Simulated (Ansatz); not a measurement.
A first, cheap relaxation of C₇H₁₅Br (`CCCCCCCBr`).

```yaml
crystal:
  periodic: [false, false, false]
  atoms:
    - {symbol: C, position_ang: [2.511400, 2.114960, 1.163610]}
    - {symbol: C, position_ang: [1.457590, 1.035690, 0.947470]}
    - {symbol: C, position_ang: [1.200590, 0.792740, -0.538300]}
    - {symbol: C, position_ang: [0.216150, -0.346870, -0.803920]}
    - {symbol: C, position_ang: [-1.203180, -0.021190, -0.340490]}
    - {symbol: C, position_ang: [-2.242570, -1.040180, -0.808240]}
    - {symbol: C, position_ang: [-2.059270, -2.426380, -0.217810]}
    - {symbol: Br, position_ang: [-2.237030, -2.414090, 1.730270]}
    - {symbol: H, position_ang: [2.681110, 2.275550, 2.225700]}
    - {symbol: H, position_ang: [2.189840, 3.055760, 0.721620]}
    - {symbol: H, position_ang: [3.455190, 1.827330, 0.704970]}
    - {symbol: H, position_ang: [0.532410, 1.339830, 1.438920]}
    - {symbol: H, position_ang: [1.791430, 0.105070, 1.412270]}
    - {symbol: H, position_ang: [2.150670, 0.551770, -1.022290]}
    - {symbol: H, position_ang: [0.822810, 1.710770, -0.995480]}
    - {symbol: H, position_ang: [0.580150, -1.244080, -0.298830]}
    - {symbol: H, position_ang: [0.199110, -0.551350, -1.878470]}
    - {symbol: H, position_ang: [-1.231600, 0.039400, 0.748470]}
    - {symbol: H, position_ang: [-1.485830, 0.958000, -0.733780]}
    - {symbol: H, position_ang: [-3.240070, -0.673480, -0.552650]}
    - {symbol: H, position_ang: [-2.192720, -1.140830, -1.896880]}
    - {symbol: H, position_ang: [-2.823430, -3.114010, -0.579310]}
    - {symbol: H, position_ang: [-1.072740, -2.834410, -0.426850]}
basis:
  gaussian: {orbitals: def2-SVP}
hamiltonian: {xc: pbe, dispersion: d4}
relax: {f_tol: 0.03, max_steps: 200}
```

```sh
$ ansatz run in.yaml --threads 4 --pin off --events-out ev --progress --plain --max-ram 66560MiB --backend cuda --devices 0, --max-vram 37GiB
```

It prints (some lines left out):

```
Functional definition: PBE
mean field -77515.51162504 eV, -2848.6425103192 hartree, gradient 4.7e-5 eV, S^2 0.000000; 0 other end points of the search recorded, 0 dependent functions left out
relax step   1: F+E_penalty+E_count = -77516.04477447 eV  Δ(F+E_penalty+E_count) = +0.000e0 eV  max|allowed force component| = 7.861e-1 eV/Å  Δτ_max = 0.0000 Å  (30 SCF iters, accepted)
mean field -77515.64334523 eV, -2848.6473509470 hartree, gradient 1.0e-5 eV, S^2 0.000000; 0 other end points of the search recorded, 0 dependent functions left out
relax step   2: F+E_penalty+E_count = -77516.16728938 eV  Δ(F+E_penalty+E_count) = -1.225e-1 eV  max|allowed force component| = 2.158e-1 eV/Å  Δτ_max = 0.0772 Å  (30 SCF iters, accepted)
mean field -77515.65518138 eV, -2848.6477859174 hartree, gradient 1.1e-5 eV, S^2 0.000000; 0 other end points of the search recorded, 0 dependent functions left out
relax step   3: F+E_penalty+E_count = -77516.18024227 eV  Δ(F+E_penalty+E_count) = -1.295e-2 eV  max|allowed force component| = 4.874e-2 eV/Å  Δτ_max = 0.0364 Å  (31 SCF iters, accepted)
mean field -77515.65639127 eV, -2848.6478303801 hartree, gradient 1.1e-5 eV, S^2 0.000000; 0 other end points of the search recorded, 0 dependent functions left out
relax step   4: F+E_penalty+E_count = -77516.18137837 eV  Δ(F+E_penalty+E_count) = -1.136e-3 eV  max|allowed force component| = 2.687e-2 eV/Å  Δτ_max = 0.0208 Å  (31 SCF iters, accepted)
mean field -77515.65646756 eV, -2848.6478331837 hartree, gradient 1.1e-5 eV, S^2 0.000000; 0 other end points of the search recorded, 0 dependent functions left out
relax step   5: F+E_penalty+E_count = -77516.18269729 eV  Δ(F+E_penalty+E_count) = -1.319e-3 eV  max|allowed force component| = 2.820e-2 eV/Å  Δτ_max = 0.0638 Å  (30 SCF iters, accepted)
mean field -77515.65553073 eV, -2848.6477987558 hartree, gradient 1.1e-5 eV, S^2 0.000000; 0 other end points of the search recorded, 0 dependent functions left out
relax step   6: F+E_penalty+E_count = -77516.18378416 eV  Δ(F+E_penalty+E_count) = -1.087e-3 eV  max|allowed force component| = 6.750e-2 eV/Å  Δτ_max = 0.1058 Å  (30 SCF iters, accepted)
mean field -77515.65502304 eV, -2848.6477800987 hartree, gradient 1.1e-5 eV, S^2 0.000000; 0 other end points of the search recorded, 0 dependent functions left out
relax step   7: F+E_penalty+E_count = -77516.18419614 eV  Δ(F+E_penalty+E_count) = -4.120e-4 eV  max|allowed force component| = 4.266e-2 eV/Å  Δτ_max = 0.0363 Å  (31 SCF iters, accepted)
mean field -77515.65480181 eV, -2848.6477719687 hartree, gradient 1.1e-5 eV, S^2 0.000000; 0 other end points of the search recorded, 0 dependent functions left out
relax step   8: F+E_penalty+E_count = -77516.18443519 eV  Δ(F+E_penalty+E_count) = -2.391e-4 eV  max|allowed force component| = 2.660e-2 eV/Å  Δτ_max = 0.0270 Å  (31 SCF iters, accepted)
mean field -77515.65480181 eV, -2848.6477719687 hartree, gradient 2.9e-5 eV, S^2 0.000000; 1 other end points of the search recorded, 0 dependent functions left out
Total energy: -77516.18447964 eV, -2848.6672372698 hartree
Atom 0 at     2.525184     2.117223     1.208257 Å, force    -0.001481    -0.002792     0.000492 eV/Å
Atom 1 at     1.451234     1.057904     0.956164 Å, force     0.003136     0.004078    -0.004287 eV/Å
Atom 2 at     1.223232     0.771406    -0.533241 Å, force    -0.002122    -0.003154     0.004546 eV/Å
Atom 3 at     0.198130    -0.333302    -0.824530 Å, force    -0.000411     0.004303     0.001079 eV/Å
Atom 4 at    -1.235327     0.010534    -0.404153 Å, force     0.000252    -0.006121     0.000033 eV/Å
Atom 5 at    -2.282141    -1.044788    -0.781168 Å, force     0.002051    -0.002055    -0.005759 eV/Å
Atom 6 at    -2.046853    -2.441965    -0.226301 Å, force     0.002509     0.006069     0.026599 eV/Å
Atom 7 at    -1.968650    -2.479831     1.748436 Å, force    -0.001523     0.000428    -0.015051 eV/Å
Atom 8 at     2.674332     2.302354     2.291293 Å, force     0.000645     0.001220    -0.001663 eV/Å
Atom 9 at     2.254373     3.086409     0.738521 Å, force     0.001042    -0.003146     0.001043 eV/Å
Atom 10 at     3.504401     1.810115     0.783711 Å, force    -0.003313     0.000291     0.001545 eV/Å
Atom 11 at     0.497980     1.380988     1.428273 Å, force     0.002732     0.000519    -0.001006 eV/Å
Atom 12 at     1.729076     0.109173     1.468068 Å, force    -0.000869     0.002729    -0.000757 eV/Å
Atom 13 at     2.195911     0.491123    -0.995287 Å, force    -0.000650     0.000522     0.000714 eV/Å
Atom 14 at     0.909392     1.710821    -1.044265 Å, force     0.000364    -0.002766     0.000675 eV/Å
Atom 15 at     0.525446    -1.264381    -0.309569 Å, force     0.000087     0.002241    -0.000704 eV/Å
Atom 16 at     0.211501    -0.564329    -1.913458 Å, force    -0.001233    -0.000686     0.000515 eV/Å
Atom 17 at    -1.279234     0.168591     0.694627 Å, force     0.000138    -0.000226    -0.002199 eV/Å
Atom 18 at    -1.530071     0.978079    -0.866570 Å, force     0.000103    -0.000422     0.001035 eV/Å
Atom 19 at    -3.290647    -0.696444    -0.473363 Å, force     0.000991    -0.001727     0.000550 eV/Å
Atom 20 at    -2.317772    -1.157215    -1.890408 Å, force    -0.000722     0.002833     0.002219 eV/Å
Atom 21 at    -2.863751    -3.135761    -0.496570 Å, force    -0.001440    -0.002266    -0.004031 eV/Å
Atom 22 at    -1.085738    -2.876705    -0.558469 Å, force    -0.000288     0.000129    -0.005588 eV/Å
Dipole moment:    -0.005244     0.062026    -0.367140 e Å
```

Run time 27 s (4 threads of an AMD EPYC 7R13 on a shared host and a share of an NVIDIA H100 80 GB); peak host memory 0.86 GiB.
